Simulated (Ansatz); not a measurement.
Two isomers of CH9NOSi2: A = `C[SiH2]N[SiH2]O`, B = `C[Si](N)(O)[SiH3]`.

Calculated with Ansatz (gas phase, PBE0-D4/def2-TZVP geometries, no zero-point term in ΔE). CCSD(T)/CBS adds triple-zeta CCSD(T) − MP2 to the extrapolated MP2 energy (def2 sets, frozen cores). Functionals use def2-TZVPP. B3LYP here is the variant with VWN-RPA as its local correlation; programs differ in this. Each species was taken in one conformer, which may not be the lowest.

A:

```xyz
14

C     0.9100    1.5575   -1.6966
Si   -0.0980    0.1037   -1.1061
N     0.4180   -0.4614    0.4484
Si   -0.5366   -0.6358    1.8660
O    -1.6421   -1.8537    1.8004
H     0.8301    2.3954   -1.0004
H     1.9663    1.2905   -1.7882
H     0.5653    1.8913   -2.6789
H    -0.0073   -0.9789   -2.1281
H    -1.5271    0.4788   -0.9400
H     1.3799   -0.7568    0.5332
H     0.4297   -0.8571    2.9762
H    -1.3722    0.5642    2.0884
H    -1.3162   -2.7378    1.6257
```

B:

```xyz
14

C    -1.278   -1.263    0.062
Si    0.149   -0.100    0.366
N    -0.469    1.156    1.367
O     1.423   -0.835    1.121
Si    1.097    0.674   -1.637
H    -2.065   -0.783   -0.525
H    -0.942   -2.146   -0.487
H    -1.715   -1.600    1.007
H    -1.459    1.333    1.407
H     0.060    1.992    1.551
H     1.297   -1.033    2.052
H     1.770   -0.403   -2.415
H     0.035    1.263   -2.504
H     2.097    1.745   -1.365
```

(1) Which is lower in electronic energy at CCSD(T)/CBS, and by how much? (An estimate is asked.)

(2) Give E(B) − E(A) in kcal/mol with CCSD/def2-TZVPP, B3LYP, PBE0-D4, B3LYP-D4, PBE-D4, B2PLYP, ωB97M-V. (Best estimate.)

Largest T1 diagnostic: 0.012.

Answers

(1) Computed: A, by 14.5 kcal/mol.

(2) Ansatz gave: CCSD/def2-TZVPP 15.2, B3LYP 14.0, PBE0-D4 10.9, B3LYP-D4 13.5, PBE-D4 9.2, B2PLYP 15.2, ωB97M-V 14.9. None reverses the order clearly.

From PBE to PBE0 (25 % exact exchange), in def2-TZVPP and without D4, E(B) − E(A) moves by +1.7 kcal/mol. In def2-TZVPP, CCSD(T) changes the Hartree–Fock value by −4.2 kcal/mol (the triples alone add −0.6 kcal/mol) and MP2 by −2.4 kcal/mol.
